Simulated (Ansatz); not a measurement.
`CCC(C)CC(C)C` + HBr → `CCC(C)Br` + `CC(C)C`  (substitution at a C–C bond)

Calculated with Ansatz (gas phase, PBE0-D4/def2-TZVP geometries, no zero-point term in ΔE). CCSD(T)/CBS is the MP2 limit (def2-TZVPP, def2-QZVPP) plus CCSD(T) − MP2 in def2-TZVPP, frozen cores. DFT in def2-TZVPP. HSE06 is defined as in plane-wave codes. For Br outer-core shells are correlated without core-valence functions, which leaves a few kJ/mol of doubt a bond. Scalar relativity is left out up to krypton. One conformer a species, not always the lowest.

`CCC(C)CC(C)C`:

```xyz
26

C     0.447    2.654    1.413
C    -0.282    1.477    0.785
C     0.489    0.775   -0.330
C     0.809    1.719   -1.482
C    -0.267   -0.439   -0.867
C    -0.622   -1.540    0.130
C    -1.369   -2.659   -0.582
C     0.605   -2.086    0.846
H    -0.114    3.055    2.260
H     0.595    3.471    0.704
H     1.432    2.353    1.782
H    -0.512    0.751    1.571
H    -1.250    1.809    0.389
H     1.443    0.430    0.090
H     1.337    1.193   -2.281
H     1.437    2.555   -1.167
H    -0.110    2.134   -1.909
H    -1.191   -0.088   -1.344
H     0.331   -0.890   -1.671
H    -1.298   -1.121    0.885
H    -1.678   -3.440    0.118
H    -0.735   -3.126   -1.342
H    -2.265   -2.283   -1.083
H     1.105   -1.324    1.447
H     0.334   -2.908    1.514
H     1.333   -2.472    0.125
```

HBr:

Z-matrix (Å, degrees):
```
Br
H 1 1.420
```

`CCC(C)Br`:

Z-matrix (Å, degrees):
```
C
C 1 1.516
H 1 1.093 2 111.1
H 1 1.092 2 110.8 3 119.8
H 1 1.091 2 111.1 3 -120.1
C 2 1.514 1 114.9 3 57.3
H 2 1.098 1 109.5 3 -62.1
H 2 1.095 1 110.6 3 -179.0
Br 6 1.972 2 110.1 1 63.7
C 6 1.509 2 113.4 1 -174.3
H 6 1.091 2 110.3 1 -49.3
H 10 1.095 6 109.3 2 60.6
H 10 1.092 6 110.9 2 -58.6
H 10 1.090 6 111.6 2 -179.6
```

`CC(C)C`:

Cartesian coordinates in Å:
```
C 0.431 1.321 -0.411
C 0.057 -0.153 -0.370
C -1.410 -0.333 -0.008
C 0.953 -0.916 0.594
H 1.476 1.460 -0.700
H -0.191 1.871 -1.123
H 0.294 1.781 0.573
H 0.210 -0.569 -1.375
H -1.613 0.069 0.990
H -1.694 -1.388 -0.004
H -2.062 0.189 -0.714
H 0.709 -1.982 0.607
H 0.833 -0.535 1.614
H 2.007 -0.815 0.324
```

| level | ΔE (kJ/mol) |
| --- | --- |
| B97M-V | -4.7 |
| r2SCAN0-D4 | -5.7 |
| HSE06-D4 | -6.4 |
| r2SCANh | -11.3 |
| MP2/def2-TZVPP | -4.3 |
| HF/def2-QZVPP | -17.5 |
| HF/CBS(def2) | -17.4 |
| CCSD/CBS(def2) | -5.3 |

Task: What does CCSD(T)/CBS give? (Best estimate.)

Result: Computed: -4.6 kJ/mol. The listed levels differ from it by -0.1, -1.1, -1.8, -6.7, 0.3, -12.9, -12.8, -0.7 kJ/mol.

Largest T1 diagnostic among the species: 0.009.

From BLYP to BHLYP (50 % exact exchange), in def2-TZVPP and without D4, ΔE moves by +11.3 kJ/mol. In def2-TZVPP, CCSD(T) changes the Hartree–Fock value by +16.4 kJ/mol (the triples alone add +0.6 kJ/mol) and MP2 by +13.9 kJ/mol. At CCSD(T), def2-SVP lies +17.7 kJ/mol from the extrapolated value and def2-TZVPP +2.8 kJ/mol.
